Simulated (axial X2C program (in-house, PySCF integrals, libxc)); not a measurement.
# AgSn⁺: from the spin-free to the two-component result

All values were computed with an in-house relativistic program for diatomic molecules. Spin-free means the one-electron spin-free X2C Hamiltonian; two-component (2c) means X2C with spin–orbit coupling and atomic mean-field two-electron Coulomb and Gaunt terms, so the difference of the two also holds small scalar two-electron terms. Basis: Sn dyall-v3z [11s12p9d1f], Ag dyall-v3z [12s12p8d3f2g] (cores contracted in-house); Gaussian nuclei, density fitting, unrestricted open shells. Masses: Sn 119.902 u, Ag 106.905 u.

Spin-free state: M_S = 0, Λ = 0 (closed shell); fragments Sn+ + Ag for PBE0, MP2, BP86, PW91; Sn + Ag+ for HF.

```tsv
level	Re (Å)	ωe (cm⁻¹)	De (eV)	μ (D)
PBE0	2.645	169.1	2.284	-1.03
HF	2.844	132.4	0.855	0.64
MP2	2.593	184.2	2.274	n/a
BP86	2.616	178.7	2.456	-1.66
PW91	2.616	178.8	2.499	-1.64
```

Correlated methods: 24 electrons correlated (number of frozen shells: Sn 4 s, 3 p, 1 d; Ag 4 s, 3 p, 1 d), 266 virtual spin orbitals or spinors in MP2.

Dipoles are positive if Ag is the positive end and refer to the centre of mass.

Two-component determinant lowest at the distance of the search:

Ω = 0 (closed shell); fragments Sn+ + Ag for PBE0, MP2, BP86, PW91; Sn + Ag+ for HF.

| level | Re (Å) | ωe (cm⁻¹) | μ (D) |
| --- | --- | --- | --- |
| PBE0 | 2.656 | 163.6 | -0.88 |
| HF | 2.874 | 122.4 | 1.08 |
| MP2 | 2.604 | 179.6 | n/a |
| BP86 | 2.625 | 173.3 | -1.56 |
| PW91 | 2.625 | 173.3 | -1.54 |

**Question.** From the two tables, how do the constants change at the MP2 level (2c against spin-free)?

**Answer.** At the MP2 level Re goes up by 0.011 Å and ωe drops by 4.6 cm⁻¹.

The state is a single determinant with fixed occupations, the lowest that a limited PBE0 search found. Closed shells are restricted here (equal orbitals for both partners); the stretched side of such a curve lies too high. De is counted from the lowest determinant-based energies of the atoms at the same level, without counterpoise correction. De is not given where an atomic determinant may have missed its ground term or J level, or where the truncated virtual space spoils (T). The functionals have no current-density term, which raises determinants with orbital currents, atoms included.
